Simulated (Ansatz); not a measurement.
Relaxation of GaH$_{4}$NO (7 atoms, charge 0, multiplicity 1), to a largest force component of 0.03 eV/Å in at most 50 steps.

Computed with Ansatz, RKS PBE0/def2-SVP.

```xyz
7
Properties=species:S:1:pos:R:3:forces:R:3
Ga -0.359 -1.320 -0.623 0.02 0.14 0.10
O 1.119 0.525 1.199 0.40 -0.68 -0.55
H 0.917 0.052 2.016 -0.01 0.00 0.00
H 1.728 -0.095 0.738 -0.44 0.58 0.45
N -1.703 -0.079 -0.965 0.02 0.02 0.02
H -2.502 -0.238 -1.575 0.00 0.02 0.01
H -1.727 0.873 -0.601 0.01 -0.08 -0.02
```

Task: Where does it end, and by what steps?

Result: The forces met the threshold. After 28 steps the energy has fallen by 0.220 eV; H3 moved furthest, 1.57 Å.

```csv
step,energy less start (eV),largest force component (eV/Å),accepted
0,0.0000,0.684,yes
1,0.0094,1.792,no
2,-0.0338,0.643,yes
3,-0.0576,0.645,yes
4,-0.0829,0.920,yes
5,-0.0954,0.154,yes
6,-0.0871,0.833,no
7,-0.1103,0.131,yes
8,-0.1146,0.289,yes
9,-0.1199,0.233,yes
10,-0.1218,0.245,yes
11,-0.1298,0.104,yes
12,-0.1308,0.096,yes
13,-0.1097,1.371,no
14,-0.1360,0.102,yes
15,-0.1401,0.439,yes
16,-0.1535,0.151,yes
17,-0.1610,0.290,yes
18,-0.1642,0.831,yes
19,-0.1427,1.059,no
20,-0.1935,0.346,yes
21,-0.2037,0.240,yes
22,-0.2120,0.253,yes
23,-0.2166,0.144,yes
24,-0.2181,0.172,yes
25,-0.2190,0.036,yes
26,-0.2191,0.056,yes
27,-0.2194,0.032,yes
28,-0.2196,0.019,yes
```

```xyz
7
Properties=species:S:1:pos:R:3
Ga 0.125 -1.110 -1.098
O 1.006 0.206 0.666
H 0.017 0.288 0.755
H 1.313 -0.300 1.428
N -1.324 0.017 -0.405
H -2.271 -0.361 -0.415
H -1.393 0.980 -0.742
```

Whether the end is a true minimum wasn't checked by a vibrational analysis.

Time of the run: 100 s on 1 thread of Arm Neoverse V1 (shared host), peak memory 0.15 GiB.
